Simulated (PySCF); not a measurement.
## CH7PSi2

The system: CH7PSi2, a carbene (divalent C1, bonded to 1 P + 1 Si); neutral, singlet. The structure, one conformer, was relaxed in the gas phase by PBE0-D3(BJ)/def2-SVP. No frequency run checks that it is a minimum.

Singlet and triplet of such a carbene can lie close, so the singlet may not be the ground state, and shieldings that rest on so small a gap are unreliable.

SMILES: [SiH3][C]P[SiH3]

Coordinates in Å:
```
C1      1.257    1.004   -0.397
Si2     2.103   -0.376    0.478
P3     -0.337    1.140   -0.659
Si4    -2.073   -0.238   -0.141
H5      1.247   -1.506    0.989
H6      2.831    0.196    1.652
H7      3.102   -0.972   -0.462
H8     -0.819    2.274   -1.363
H9     -3.270    0.610    0.135
H10    -1.659   -1.008    1.063
H11    -2.349   -1.153   -1.285
```

Shieldings: GIAO PBE0/pcSseg-2. Shifts are against computed references at the same level: C TMS (σ 184.1 ppm), H TMS (σ 31.24 ppm), Si TMS (σ 341.3 ppm). Core levels by delta-SCF with SCAN, pcX-2 on the ionised atom and pcseg-1 elsewhere, spin-free X2C (2p3/2 is the spin-free 2p value less a third of a first-order spin-orbit splitting); from the vacuum level, for chosen atoms.

Question: Give the shieldings and core levels atom by atom.

Answer: 
| atoms | bonded to | σ (ppm) | δ (ppm) | core level (eV) |
| --- | --- | --- | --- | --- |
| C1 | 1 P + 1 Si | -280.6 | 464.7 | - |
| Si2 | 1 C + 3 H | 419.7 | -78.4 | 2p3/2 106.32 |
| P3 | 1 C + 1 Si + 1 H | 335.8 | - | 2p3/2 136.89 |
| Si4 | 1 P + 3 H | 443.7 | -102.4 | 2p3/2 107.20 |
| H5 H6 H7 | 1 Si | 25.80 | 5.44 | - |
| H8 | 1 P | 22.35 | 8.89 | - |
| H9 H10 H11 | 1 Si | 27.04 | 4.21 | - |

Values are those of this one static structure, with the three H of a rotating XH3 group averaged; atoms that internal rotation interchanges would show their mean in an NMR spectrum.

Core levels of C1 are left out, their hole states being strongly spin-contaminated.

Question: Which of Si2, Si4 holds its core electrons tightest, and by how much against the loosest?

Answer: Si4 (bonded to 1 P + 3 H), by 0.88 eV over Si2 (bonded to 1 C + 3 H).

Question: By CAM-B3LYP/def2-SVPD (TDDFT singlets, Tamm-Dancoff triplets, ionisation by delta-SCF), where does absorption start, and what does vertical ionisation take?

Answer: The first singlet with intensity lies at 4.72 eV (f 0.027); what lies below it is dark. The lowest singlet lies at 2.17 eV (f 0.001), the strongest of the first 6 at 5.39 eV (f 0.297), the lowest triplet at 1.47 eV; vertical ionisation takes 7.87 eV.
